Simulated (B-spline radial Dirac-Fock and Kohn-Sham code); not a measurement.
## Isotope-shift constants of the inner levels of Ag

System: the free silver atom, configuration [Kr] 4d10 5s1.

The run's input, task.json:

```json
{"items": [{
  "Z": 47,
  "q": 0,
  "cfg": [[1, 0, 2], [2, 0, 2], [2, 1, 6], [3, 0, 2], [3, 1, 6], [3, 2, 10], [4, 0, 2], [4, 1, 6], [4, 2, 10], [5, 0, 1]],
  "A": 107,
  "rrms": 4.5454,
  "do": "isoshift",
  "isotopes": [[97, 96.9238814, 4.4202], [98, 97.92155997, 4.4518], [99, 98.917645766, 4.463], [100, 99.916115443, 4.4719], [101, 100.912683951, 4.4799], [103, 102.908960558, 4.5036], [104, 103.908623715, 4.5119], [105, 104.906525604, 4.5269], [107, 106.905091509, 4.5454], [109, 108.904755778, 4.5638]]
}]}
```

Run with: `python xray2_run.py task.json out`

Model: first-order field-shift and mass-shift constants from Dirac-Fock ground and hole states with a Fermi nucleus; the mass shift has no relativistic recoil terms. Program: a radial B-spline solver. A binding energy shifts by δE = F·δ⟨r²⟩ + (K_N + K_S)·δ(1/M); F is taken for a change of radius at fixed skin thickness and so holds the higher radial moments.

```csv
level,F (meV/fm²),K_N (meV u),K_S (meV u)
K (1s),-57.53,-14040,6604
L1 (2s),-6.517,-2100,-151.3
L2 (2p1/2),0.2972,-1942,2651
L3 (2p3/2),0.4042,-1846,2391
M1 (3s),-1.232,-400.2,-179.7
M2 (3p1/2),0.07154,-337.1,309.8
M3 (3p3/2),0.09422,-319.7,243.5
M4 (3d3/2),0.08143,-209.0,260.7
M5 (3d5/2),0.07985,-205.6,253.4
```

Line shifts in meV from A = 107 (mass 106.9051 u, rms radius 4.5454 fm); radii from Angeli and Marinova (2013).

```csv
A,mass (u),radius (fm),Kα1,Kα2,Kβ1,Lα1
97,96.9239,4.4202,+57.34,+57.06,+57.59,+0.11
98,97.9216,4.4518,+41.94,+41.71,+42.21,+0.15
99,98.9176,4.463,?,?,?,?
100,99.9161,4.4719,+33.17,+32.99,+33.37,+0.11
101,100.9127,4.4799,+29.81,+29.66,+29.97,+0.08
103,102.9090,4.5036,+19.01,+18.91,+19.12,+0.06
104,103.9086,4.5119,+15.42,+15.35,+15.50,+0.04
105,104.9065,4.5269,+8.30,+8.25,+8.36,+0.03
109,108.9048,4.5638,-8.34,-8.29,-8.39,-0.03
```

Question: What are the shifts for A = 99?

Answer: Kα1 +36.97 meV (field +43.00, mass -6.03); Kα2 +36.77 meV (field +42.92, mass -6.15); Kβ1 +37.21 meV (field +42.77, mass -5.56); Lα1 +0.13 meV (field -0.24, mass +0.38).

Values without a named source are computed, but for edge energies of neutral atoms, which are taken from tables.
